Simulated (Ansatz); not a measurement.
`O[SiH]([SiH3])Cl` and `F[SiH]([SiH3])Cl` differ in one atom or group.

Ansatz, PBE0-D4/def2-TZVP geometries, multiplicity 1. Each molecule was computed in one conformer, which needn't be the lowest.

| property | `O[SiH]([SiH3])Cl` |
| --- | --- |
| HOMO–LUMO gap (PBE/def2-TZVPP) / eV | 5.72 |
| LUMO energy (PBE0/def2-TZVPP) / eV | -0.35 |
| HOMO energy (PBE/def2-TZVPP) / eV | -6.93 |
| size of the dipole moment (ωB97M-V/def2-TZVPP) / D | 1.31 |
| zero-point energy (PBE0-D4/def2-TZVP) / kJ/mol | 130.2 |
| HOMO–LUMO gap (PBE0/def2-TZVPP) / eV | 7.79 |

(1) What does the change do to each property? (Estimate.)

## Answers

(1) Ansatz gave: 
```tsv
property	`F[SiH]([SiH3])Cl`	shift
HOMO–LUMO gap (PBE/def2-TZVPP) / eV	5.72	0.00
LUMO energy (PBE0/def2-TZVPP) / eV	-0.59	-0.24
HOMO energy (PBE/def2-TZVPP) / eV	-7.17	-0.24
size of the dipole moment (ωB97M-V/def2-TZVPP) / D	1.58	0.27
zero-point energy (PBE0-D4/def2-TZVP) / kJ/mol	100.5	-29.7
HOMO–LUMO gap (PBE0/def2-TZVPP) / eV	7.81	0.02
```

The zero-point energy changes by -29.7 kJ/mol with -3 modes. Dipoles are sizes alone; their direction can turn.
